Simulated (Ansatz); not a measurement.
Consider the substitution at a C–B bond: `CB[SiH](O)[SiH3]` + `[OH][AlH2]` → `C[O][AlH2]` + `B[SiH](O)[SiH3]`.

Isolated molecules relaxed with PBE0-D4/def2-TZVP in Ansatz; ΔE leaves out vibrations. CCSD(T)/CBS is the MP2 limit (def2-TZVPP, def2-QZVPP) plus CCSD(T) − MP2 in def2-TZVPP, frozen cores. This one scheme is used for every species. One conformer a species, not always the lowest.

| species | CCSD(T)/CBS(def2) energy (Eh) |
| --- | --- |
| `CB[SiH](O)[SiH3]` | -721.61216 |
| `[OH][AlH2]` | -319.03157 |
| `C[O][AlH2]` | -358.26893 |
| `B[SiH](O)[SiH3]` | -682.33266 |

(1) Work out ΔE.

Largest T1 diagnostic among the species: 0.014.

## Answers

(1) ΔE = (-358.26893) + (-682.33266) − (-721.61216) − (-319.03157) = 0.04214 Eh = +26.4 kcal/mol.

In def2-TZVPP, CCSD(T) changes the Hartree–Fock value by +4.6 kcal/mol (the triples alone add +0.5 kcal/mol) and MP2 by +6.3 kcal/mol.
